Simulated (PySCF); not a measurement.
**Static response to an electric field**

Species: ScBr (singlet state).
Cartesian coordinates in Å at the PBE0-D3(BJ)/def2-SVP level; atoms count from 1:
```
atom  x, y, z in Å
Sc1    1.1833   -0.0039   -0.0016
Br2   -1.1806    0.0052   -0.0125
```

Level: PBE0/def2-SVPD (PySCF), static field, nuclei fixed, core orbitals frozen in the response. The polarisability tensor in these axes (au):

```
x   139.14  -0.07   0.09
y    -0.07 120.52   0.00
z     0.09   0.00 120.52
```

Task: Diagonalise the tensor; give its mean and Δα, where Δα² is half the sum of the squared differences of the eigenvalues.

Result: Principal values 120.52, 120.52 and 139.14 au; mean 126.72 au = 18.78 Å³ = 20.89 × 10⁻⁴⁰ C²·m²/J; Δα = 18.62 au (15 % of the mean).

Task: What is the dipole moment, and where does it point?

Result: (3.02, -0.01, 0.01) D, 3.02 D in size, pointing from the negative to the positive side. Measured along this direction, the outermost atoms are Br2 at the negative end and Sc1 at the positive end.

Task: Estimate the molar refractivity from the static electronic polarisability.

Result: Lorentz–Lorenz: R = (4π/3)N_A α = 2.5225 cm³/(mol·Å³) × 18.78 Å³ = 47.4 cm³/mol, in the limit of long wavelengths.

Task: How large is μ²/3kT at 298 K beside α?

Result: In Gaussian units μ²/3kT = 74.08 Å³ against 18.78 Å³, a ratio of 3.94; the Debye molar polarisation (4π/3)N_A(α + μ²/3kT) is 234.2 cm³/mol, leaving out the vibrational part.

Task: What depolarisation ratio follows for Rayleigh scattering of linearly polarised light, taking the static tensor?

Result: ρ = 3Δα²/(45ᾱ² + 4Δα²) = 1040.6/(722655 + 1387.4) = 0.00144.

Geometry: PBE0-D3(BJ)/def2-SVP; no solvent, vibrations or thermal averaging. The calculation is non-relativistic, for bromine too.
